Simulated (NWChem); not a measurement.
# C2H3BF2O; SMILES B(CC=O)(F)F

```xyz
9

O      0.0070     1.6554    -0.9831
C     -0.0030     1.6724     0.2196
C     -0.0064     0.4274     1.0679
B     -0.0006    -0.8406     0.1336
F     -1.1225    -1.4009    -0.2703
F      1.1261    -1.3994    -0.2586
H     -0.0103     2.6444     0.7759
H      0.8744     0.4607     1.7322
H     -0.8929     0.4593     1.7245
```
Atoms are numbered in this order, from 1.

Results from NWChem. Coordinates come from a PBE0/def2-SVP optimisation.

Question: Order these runs by computing time, cheapest first, and give rough ratios: PBE/STO-3G; PBE/pcseg-2; PBE/pcseg-1.

Answer: PBE/STO-3G (1), PBE/pcseg-1 (4), PBE/pcseg-2 (10). Ratios are rough, from one shared machine; the cheapest took very roughly 8 core-seconds. What differs between the cheapest and the dearest: highest occupied level (eV) -2.49 → -6.42; orbital gap (eV) 3.79 → 4.05; dipole (D) 1.49 → 3.36.
